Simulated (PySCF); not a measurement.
Correlation energy of Ca²⁺ (calcium, charge +2)

[Ar], closed-shell 1S. Calculation: PySCF 2.14, in x2c-TZVPall (6s5p3d, 36 functions); scalar relativity by spin-free X2C-1e. Frozen: [Ne] 3s2; 6 electrons correlated.

Total MP2 correlation energy: -135.87 mhartree.

Same-spin part -40.81 and opposite-spin part -95.07 mhartree; SCS-MP2 scales them by 1/3 and 6/5 to -127.68 mhartree.

```tsv
level	correlation energy (mhartree)
CCSD	-151.13
(T)	-1.10
CCSD(T)	-152.23
```

Diagnostics: T1 = 0.0020, D1 = 0.0029, largest double amplitude 0.027.

**Question.** Is a single reference adequate?

**Answer.** Yes: T1 lies below 0.03 and no double amplitude reaches 0.07.
